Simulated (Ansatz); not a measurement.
`O=CBCl` and `O=CBF` differ in one element.

Ansatz, PBE0-D4/def2-TZVP geometries, multiplicity 1. Each molecule was computed in one conformer, which needn't be the lowest.

| property | `O=CBCl` |
| --- | --- |
| LUMO energy (PBE0/def2-TZVPP) / eV | -2.51 |
| HOMO energy (PBE/def2-TZVPP) / eV | -5.92 |
| vertical ionisation energy (CCSD(T)/CBS(def2)) / eV | 10.21 |
| zero-point energy (PBE0-D4/def2-TZVP) / kJ/mol | 83.1 |
| HOMO–LUMO gap (ωB97M-V/def2-TZVPP) / eV | 9.45 |
| HOMO–LUMO gap (PBE/def2-TZVPP) / eV | 2.38 |

**Question.** Give the same properties after the change, and the shifts. (Estimate.)

**Answer.** Computed: 
```
                                           property  `O=CBF`  shift
                 LUMO energy (PBE0/def2-TZVPP) / eV    -2.93  -0.42
                  HOMO energy (PBE/def2-TZVPP) / eV    -5.92   0.00
vertical ionisation energy (CCSD(T)/CBS(def2)) / eV    10.47   0.26
     zero-point energy (PBE0-D4/def2-TZVP) / kJ/mol     87.4    4.3
            HOMO–LUMO gap (ωB97M-V/def2-TZVPP) / eV     9.24  -0.21
                HOMO–LUMO gap (PBE/def2-TZVPP) / eV     1.90  -0.48
```

With PBE0 the HOMO falls by 0.07 eV and the LUMO falls by 0.42 eV, so the gap narrows by about 0.35 eV. PBE moves the HOMO by 0.00 eV and ωB97M-V by -0.10 eV.
